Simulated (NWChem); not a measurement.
# HS2, doublet; SMILES S[S]

Computed with NWChem. Pople sets run with spherical d functions. Spin-unrestricted. In the optimisation the excess spin sits in a" (Cs, its own frame). All runs use the structure optimised with PBE-D3(BJ)/def2-SVP, spin-unrestricted. No stability test was run on the SCF state. B3LYP is NWChem's, with the RPA form of VWN correlation. Vertical excitations in the gas phase; the lowest state need not have the same character in each row. Excited states of an open shell can be spin-contaminated.

```json
[
 {"level": "PBE/6-31G*, TDA", "lowest excitation (eV)": "1.12", "oscillator strength of that lowest state": "0.000", "lowest state with f > 0.02 (eV)": "4.06", "lowest empty minus highest occupied level, either spin (eV)": "1.10"},
 {"level": "B3LYP/6-31G*, TDA", "lowest excitation (eV)": "1.06", "oscillator strength of that lowest state": "0.000", "lowest state with f > 0.02 (eV)": "3.98", "lowest empty minus highest occupied level, either spin (eV)": "2.81"},
 {"level": "CAM-B3LYP/6-31G*, TDA", "lowest excitation (eV)": "0.98", "oscillator strength of that lowest state": "0.000", "lowest state with f > 0.02 (eV)": "3.97", "lowest empty minus highest occupied level, either spin (eV)": "5.79"},
 {"level": "BHandHLYP/6-31G*, TDA", "lowest excitation (eV)": "1.01", "oscillator strength of that lowest state": "0.000", "lowest state with f > 0.02 (eV)": "3.99", "lowest empty minus highest occupied level, either spin (eV)": "___"}
]
```

Task: What belongs in the gaps?

Result: 
- BHandHLYP/6-31G*, TDA, lowest empty minus highest occupied level, either spin (eV): 5.54
